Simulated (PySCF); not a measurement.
# What a mistake does to a calculation on BFH3OSi anion

All numbers below are calculated, not measured. The program is PySCF 2.14.0, an open-source quantum chemistry code, run on an isolated molecule that a program drew, which may never have been made. The molecule is BFH3OSi anion (charge -1, singlet), drawn as the SMILES string `[O-][SiH2]BF`.

Each row is a Hartree-Fock (HF) and frozen-core CCSD(T) single point in the aug-cc-pV(D+d)Z basis, meant for a local HF minimum. Run 1 is clean. Each other run has one planted mistake out of seven kinds, and not every kind appears here: one electron removed, one electron added, multiplicity raised by two, geometry at a saddle point, minimal basis STO-3G, one bond length entered in bohr, all coordinates scaled. The reference is restricted for singlets and unrestricted otherwise, and also for a bond in bohr. Adding or removing an electron swaps singlet and doublet. Electrons count all cores. HOMO and LUMO are orbital energies over both spins, the gradient is its largest component, and the lowest frequency (negative if imaginary) is given only where the gradient is small. Bond lengths are over the 6 bonds as drawn. T1 is the CCSD diagnostic: over 0.02 (restricted) or 0.045 (unrestricted) a single reference is doubtful.

Geometry of the clean run:
```xyz
7
BFH3OSi anion, angstrom
O     0.9399    3.4993    0.8646
Si    1.3200    2.1589    1.5634
B     0.4597    0.4448    0.7892
F     0.7283   -0.7817    1.3300
H     0.9795    2.0299    3.0459
H     2.7987    1.7801    1.5775
H    -0.3101    0.3570   -0.1490
```

```
run  electrons  basis functions  <S^2>  HOMO (eV)  LUMO (eV)  gradient (hartree/bohr)  lowest frequency (cm^-1)  mean bond (Å)  longest bond (Å)      T1  HF (hartree)  CCSD(T) (hartree)                          mistake
  1         40              128  0.000      -4.65       3.69                  2.6e-05                        40         1.5440             2.068  0.0181    -489.76220         -490.41970                         no fault
  2         40              128  0.000      -4.93       3.72                  8.9e-02                         -         1.6968             2.273  0.0213    -489.70846         -490.38602           all coordinates scaled
  3         40              128  0.556      -4.34       3.79                  2.6e-02                         -         1.7244             2.299  0.0571    -489.65348         -490.31927  one bond length entered in bohr
  4         40               27  0.000       2.37      13.05                  4.1e-02                         -         1.5440             2.068  0.0250    -483.39473         -483.57245             minimal basis STO-3G
  5         39              128  0.762     -11.56       0.06                  1.1e-01                         -         1.5440             2.068  0.0383    -489.68950         -490.29179                                ?
```

**Which mistake was planted in run 5, and what did it cost?**

It counts 39 electrons, one fewer than the clean run, at the same geometry and basis. So the mistake is: one electron removed. Subtracting run 1 and multiplying by 627.51 kcal/mol a hartree, the energy moved by 45.6 kcal/mol in HF and 80.3 kcal/mol in CCSD(T).

Cautions from the logs. Run 2: T1 is over the limit, so its CCSD(T) energy is less reliable; run 3: T1 is over the limit, so its CCSD(T) energy is less reliable; run 4: T1 is over the limit, so its CCSD(T) energy is less reliable and the HOMO is above zero, so the electron isn't bound and the energy depends on the basis.
